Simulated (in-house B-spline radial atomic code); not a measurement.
PBE hybrid excitations of Ar IX (Ar8+)

Method: PBE hybrid with 0.3 exact exchange. Computed with an all-electron radial atomic-structure program (B-spline basis): linear response of the closed shell [He] 2s2 2p6 with the functional's adiabatic kernel; non-relativistic, point nucleus, no spin-orbit coupling, no double excitations, S, P, D and F terms only. Only terms of natural parity with L up to 3 were computed.

Command:
```bash
python run_td.py task.json out
```
Settings (radii: box in bohr, nucleus in fm):
```
Z                        18
electrons                10
configuration            [He] 2s2 2p6
hamiltonian              nr
method                   pbeh
box_radius               11.59
exact_exchange_fraction  0.3
intervals                50
```

Run time, properties included: 0.2 s on 1 thread of Intel(R) Xeon(R) Platinum 8259CL CPU @ 2.50GHz (Skylake/Cascade Lake), with other jobs on the host.

The lowest states, in the order of their Tamm-Dancoff energies; the method's threshold (minus the highest occupied level) is 404.28 eV. Labels give the largest channel, * marks a mixed state, and oscillator strengths are full-response dipole values. Semilocal kernels can invert the small singlet-triplet splittings of Rydberg terms. Energies in eV:

| state | full response | Tamm-Dancoff | oscillator strength |
| --- | --- | --- | --- |
| 2p → 3s 3P | 246.24 | 246.26 | - |
| 2p → 3s 1P | ? | ? | ? |
| 2p → 3p 3S | 261.23 | 261.29 | - |
| 2p → 3p 3D | 263.10 | 263.13 | - |
| 2p → 3p 1D | 264.51 | 264.51 | - |
| 2p → 3p 1S | 274.27 | 274.92 | - |
| 2p → 3d 3P | 285.90 | 285.91 | - |
| 2p → 3d 3F | 286.46 | 286.49 | - |
| 2p → 3d 1F | 287.67 | 287.67 | - |
| 2p → 3d 1P | 292.38 | 292.58 | 1.87 |
| 2s → 3s 3S | ? | ? | - |
| 2s → 3s 1S | 316.60 | 316.76 | - |
| 2p → 4s 3P | 325.96 | 325.97 | - |
| 2p → 4s 1P | 326.57 | 326.57 | 0.0318 |
| 2s → 3p 3P | 330.49 | 330.51 | - |
| 2s → 3p 1P | 331.73 | 331.75 | 0.335 |

Problem. Where does 2s → 3s 3S lie?

Solution. At 313.17 eV in full response, 313.18 eV in Tamm-Dancoff.

Problem. Where does 2p → 3s 1P lie?

Solution. At 247.99 eV in full response, 248.02 eV in Tamm-Dancoff, oscillator strength 0.207.

Problem. How large is the singlet-triplet splitting of 2p → 3s (P terms) in Tamm-Dancoff?

Solution. 1.75 eV, from the unrounded values.

Problem. What polarisabilities and dispersion coefficient does the method give?

Solution. Dipole 0.03803 bohr³, quadrupole 0.01133 bohr⁵, C6 0.01411 hartree·bohr⁶ for two such species.
